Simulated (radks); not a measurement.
Q: N3-, 10 electrons, occupied as [Ne]. All-electron calculation, non-relativistic Kohn-Sham, LDA (Slater exchange, Perdew-Wang correlation), spin-polarised, spherical densities, point nucleus; Watson sphere of charge +3 and radius 3.56 bohr. Program: a radial shooting solver on a logarithmic mesh with Libxc functionals. Some entries of the table are withheld. Estimate them.

orbital,occ.,eigenvalue (eV),<r^2> (bohr^2)
1s,2,(1),(2)
2s,2,(3),(4)
2p,6,(5),(6)

A: 
(1) 1s eigenvalue (eV): -375.1284
(2) 1s <r^2> (bohr^2): 0.07241
(3) 2s eigenvalue (eV): -13.8588
(4) 2s <r^2> (bohr^2): 2.727
(5) 2p eigenvalue (eV): -3.9882
(6) 2p <r^2> (bohr^2): 7.939
